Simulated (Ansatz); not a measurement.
Ge(Cl)2 anion (Cl2Ge), SMILES [Cl][Ge][Cl] (connectivity only; charge and spin as stated), charge -1, multiplicity 2.

Geometry optimised at r2SCAN-D4/def2-SVPD. The multiplicity is an assumed one; other spin states were not compared. The isomer is the one that the SMILES or the coordinates give; other isomers of the formula were not compared.

Two levels are set side by side: PBE/def2-TZVPD (Ansatz, a first-principles code) and CAM-B3LYP/def2-TZVPD (Ansatz). Energy differences of separate SCF runs at the same geometry; the states with an electron removed or added have multiplicity 1. Differences are taken from unrounded values.

```csv
quantity,CAM-B3LYP,PBE,PBE minus CAM-B3LYP
vertical ionisation energy (eV),1.89,1.64,-0.25
```
